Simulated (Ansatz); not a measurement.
Reaction (ligand exchange at a Ga–N bond): `B[NH][GaH][F]` + `O[SiH3]` → `[F][GaH][O][SiH3]` + `BN`

Computed with Ansatz on PBE0-D4/def2-TZVP structures; ΔE is electronic, products minus reactants. CCSD(T)/CBS adds triple-zeta CCSD(T) − MP2 to the extrapolated MP2 energy (def2 sets, frozen cores). This one scheme is used for every species. Functionals use def2-TZVPP. B3LYP here is the variant with VWN-RPA as its local correlation; programs differ in this. For Ga outer-core shells are correlated without core-valence functions, which leaves a few kJ/mol of doubt a bond. Scalar relativity is left out up to krypton. One conformer a species, not always the lowest.

(1) Is it downhill or uphill in electronic energy at CCSD(T)/CBS, and by how much? (Estimate.)

(2) What do these levels give: LDA (SPW92), B97M-V, B3LYP-D4, BHLYP-D4, PBE-QIDH, r2SCANh, r2SCAN0, MP2/def2-SVP, MP2/def2-QZVPP, SCS-MP2/def2-QZVPP, HF/CBS(def2), CCSD/CBS(def2)? (An estimate is asked.)

Largest T1 diagnostic among the species: 0.014.

Answers

(1) Computed: Downhill: ΔE = -38.5 kJ/mol.

(2) Ansatz gave: LDA (SPW92) -38.3, B97M-V -45.3, B3LYP-D4 -44.5, BHLYP-D4 -46.5, PBE-QIDH -40.8, r2SCANh -43.2, r2SCAN0 -42.6, MP2/def2-SVP -51.1, MP2/def2-QZVPP -39.4, SCS-MP2/def2-QZVPP -41.7, HF/CBS(def2) -49.7, CCSD/CBS(def2) -39.0 kJ/mol.

In def2-TZVPP, CCSD(T) changes the Hartree–Fock value by +7.3 kJ/mol (the triples alone add +0.5 kJ/mol) and MP2 by +7.9 kJ/mol. At CCSD(T), def2-SVP lies −13.5 kJ/mol from the extrapolated value and def2-TZVPP −2.6 kJ/mol. Leaving LDA and LC-ωPBE aside and taking each functional with its dispersion term where it has one, the values, not all of them listed here, spread over 7.6 kJ/mol, from BHLYP-D4 to revPBE-D4.
